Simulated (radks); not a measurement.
The numbers below are computed, except where a source is named.
Task: The table gives one normalised radial function P(r) = r R(r) (large component) of Hf28+ in [Ar] 3d10 4s2 4p5.5 4d8 5d0.5 (r in bohr). Code: a radial shooting solver on a logarithmic mesh with Libxc functionals. Model: Dirac Kohn-Sham, PBE, spin-unpolarised, spherical densities, point nucleus; open shells fill j = l - 1/2 first.

r,P
0.001745,0.0000
0.002272,0.0000
0.002935,0.0000
0.003821,0.0000
0.004976,0.0000
0.006479,0.0000
0.008437,0.0001
0.0109,0.0002
0.01419,0.0004
0.01848,0.0011
0.02406,0.0028
0.03133,0.0068
0.04047,0.0160
0.0527,0.0371
0.06862,0.0821
0.08936,0.1712
0.1154,0.3260
0.1503,0.5805
0.1957,0.9289
0.2548,1.3056
0.3318,1.5694
0.4286,1.5623
0.5582,1.2253
0.7268,0.7079
0.9464,0.2760
1.232,0.0639
1.592,0.0080
2.073,0.0004
2.699,0.0000

Which n and l does it have? It may be an empty orbital.

Result: n = 4, l = 3: the number of nodes gives n - l - 1 = 0, the rise at small r points to l (for j = l - 1/2 the large component starts as r^gamma with gamma = sqrt(l^2 - (Z/c)^2) = 2.95 and the r^(l+1) term takes over further out; the orbital of l - 1 with the same j starts with the same power, but with a larger coefficient, and does not steepen), and the extent must fit the shell. The curve is that of 4f5/2; the two j differ most near the nucleus, where j = l - 1/2 has the larger amplitude, and in heavy atoms j = l - 1/2 is also the more compact. 4f5/2 (empty): eigenvalue -897.64 eV, 0 radial nodes, <r> = 0.441 bohr, 90 % of the charge inside 0.662 bohr.
